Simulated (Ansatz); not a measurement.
`[CH3][Ta]([F])(=[S])[Cl]` + H₂O → `[CH3][Ta]([OH])([F])=[S]` + HCl  (formal hydrolysis of a Ta–Cl bond)

Isolated molecules relaxed with PBE0-D4/def2-TZVP in Ansatz; ΔE leaves out vibrations. CBS: MP2 limit from def2 TZ/QZ plus the TZ coupled-cluster correction, frozen cores. This one scheme is used for every species. Functionals use def2-TZVPP. B3LYP here is the variant with VWN-RPA as its local correlation; programs differ in this. HSE06 is defined as in plane-wave codes. Elements past krypton have def2 core potentials. For Ta outer-core shells are correlated without core-valence functions, which leaves a few kJ/mol of doubt a bond. One conformer a species, not always the lowest.

`[CH3][Ta]([F])(=[S])[Cl]`:

Cartesian coordinates in Å:
```
C 1.071 0.351 0.148
Ta -0.900 -0.366 -0.197
F -0.802 -1.477 -1.686
S -2.023 1.409 -0.642
Cl -1.615 -1.346 1.740
H 1.727 -0.497 0.382
H 1.082 1.053 0.987
H 1.460 0.872 -0.732
```

H₂O:

Cartesian coordinates in Å:
```
O 0.088 -0.243 -0.291
H -0.344 0.611 -0.355
H 0.255 -0.368 0.646
```

`[CH3][Ta]([OH])([F])=[S]`:

```xyz
9

C    -0.210   -1.047    0.868
Ta    0.427    0.683   -0.215
O    -0.144    0.420   -1.986
F     2.284    0.817   -0.023
S    -0.618    2.330    0.711
H     0.077   -0.966    1.921
H    -1.296   -1.167    0.826
H     0.259   -1.942    0.441
H    -0.779    0.872   -2.543
```

HCl:

Z-matrix (Å, degrees):
```
Cl
H 1 1.279
```

| level | ΔE (kcal/mol) | difference from CCSD(T)/CBS |
| --- | --- | --- |
| LDA (SPW92) | 1.6 | -2.2 |
| PBE-D4 | 2.9 | -0.9 |
| revPBE-D4 | 3.0 | -0.8 |
| BLYP-D4 | 1.9 | -1.9 |
| r2SCAN-D4 | 2.8 | -1.0 |
| B97M-V | 2.9 | -0.9 |
| B3LYP-D4 | 2.4 | -1.4 |
| r2SCANh-D4 | 3.0 | -0.8 |
| r2SCAN0-D4 | 3.2 | -0.6 |
| BHLYP-D4 | 2.8 | -1.0 |
| CAM-B3LYP-D4 | 0.7 | -3.1 |
| ωB97X-V | 1.2 | -2.6 |
| ωB97M-V | 1.9 | -1.9 |
| B2PLYP | 2.9 | -0.9 |
| PBE-QIDH | 4.1 | 0.3 |
| PBE | 2.5 | -1.3 |
| revPBE | 2.7 | -1.1 |
| BLYP | 1.3 | -2.5 |
| PBE0 | 3.1 | -0.7 |
| B3LYP | 1.7 | -2.1 |
| r2SCANh | 2.9 | -0.9 |
| r2SCAN0 | 3.1 | -0.7 |
| HSE06 | 3.2 | -0.6 |
| BHLYP | 1.9 | -1.9 |
| CAM-B3LYP | 0.3 | -3.5 |
| LC-ωPBE | 0.3 | -3.5 |
| RPA@PBE/def2-TZVPP | 2.1 | -1.7 |
| HF/def2-SVP | 0.9 | -2.9 |
| CCSD/def2-SVP | -0.2 | -4.0 |
| CCSD(T)/def2-SVP | 0.1 | -3.7 |
| HF/def2-TZVPP | 1.6 | -2.2 |
| MP2/def2-TZVPP | 5.2 | 1.4 |
| SCS-MP2/def2-TZVPP | 3.9 | 0.1 |
| CCSD/def2-TZVPP | 2.0 | -1.8 |
| CCSD(T)/def2-TZVPP | 2.7 | -1.1 |
| MP2/def2-QZVPP | 5.9 | 2.1 |
| SCS-MP2/def2-QZVPP | 4.5 | 0.7 |
| HF/CBS(def2) | 1.9 | -1.9 |
| MP2/CBS(def2) | 6.3 | 2.5 |
| CCSD/CBS(def2) | 3.1 | -0.7 |
| CCSD(T)/CBS | 3.8 | 0 |

Largest T1 diagnostic among the species: 0.020, so the coupled-cluster value is less sure than usual.

At CCSD(T), def2-SVP lies −3.7 kcal/mol from the extrapolated value and def2-TZVPP −1.1 kcal/mol. In def2-TZVPP, CCSD(T) changes the Hartree–Fock value by +1.1 kcal/mol (the triples alone add +0.7 kcal/mol) and MP2 by +3.6 kcal/mol. Leaving LDA and LC-ωPBE aside and taking each functional with its dispersion term where it has one, the values spread over 3.4 kcal/mol, from CAM-B3LYP-D4 to PBE-QIDH. LDA lies −0.9 kcal/mol from PBE without D4.
